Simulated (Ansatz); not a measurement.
**What each rung costs, and what it gives**

The pair of Cu⁺ (SMILES [Cu+], atom 1) and CH$_{4}$ (SMILES C, atoms 2–6), both closed shells, in one local arrangement (a lower one may exist), relaxed at PBE0-D4/def2-TZVP:

| atom | x (Å) | y (Å) | z (Å) |
| --- | --- | --- | --- |
| Cu1 | 0.1738 | -0.6454 | -1.6967 |
| C2 | -0.0342 | 0.1258 | 0.3158 |
| H3 | -0.8975 | -0.4067 | -0.1569 |
| H4 | -0.3616 | 1.1477 | 0.4937 |
| H5 | 0.9589 | 0.1948 | -0.1955 |
| H6 | 0.1607 | -0.4162 | 1.2395 |

Interaction energies are counterpoise-corrected; the time is that of the whole pair.

Ansatz 0.2.0; basis: as named in each row; cores frozen in the correlated methods. The 3s and 3p shells of Cu and Zn are frozen; filled d shells are correlated. B3LYP uses VWN-RPA correlation. Extrapolation: Hartree–Fock as exp(−7.88 √X), correlation as X^−2.97.

Times are rough, for one single point on 2 threads of a shared host (Arm Neoverse N1).

The estimate by CCSD(T) at an estimated basis limit (MP2 extrapolated from triple and quadruple zeta, plus CCSD(T) − MP2 in triple zeta) is -24.26 kcal/mol.

```csv
method,basis,time (s),interaction energy (kcal/mol),method less estimate
revPBE-D4,def2-TZVPPD,3,-29.04,-4.78
PBE-D4,def2-TZVPPD,3,-33.13,-8.87
BLYP-D4,def2-TZVPPD,4,-30.54,-6.29
PBE0-D4,def2-TZVPPD,4,-27.88,-3.62
HSE06-D4,def2-TZVPPD,5,-27.76,-3.50
B3LYP-D4,def2-TZVPPD,5,-27.23,-2.97
r2SCAN-D4,def2-TZVPPD,6,-33.42,-9.16
B2PLYP,def2-TZVPPD,9,-24.95,-0.69
wB97X-V,def2-TZVPPD,12,-25.74,-1.49
B97M-V,def2-TZVPPD,14,-31.33,-7.07
wB97M-V,def2-TZVPPD,15,-25.72,-1.46
MP2,def2-QZVPPD,17,-24.33,-0.07
CCSD(T),def2-TZVPPD,21,-21.37,2.89
```

T1 diagnostic: at most 0.019.
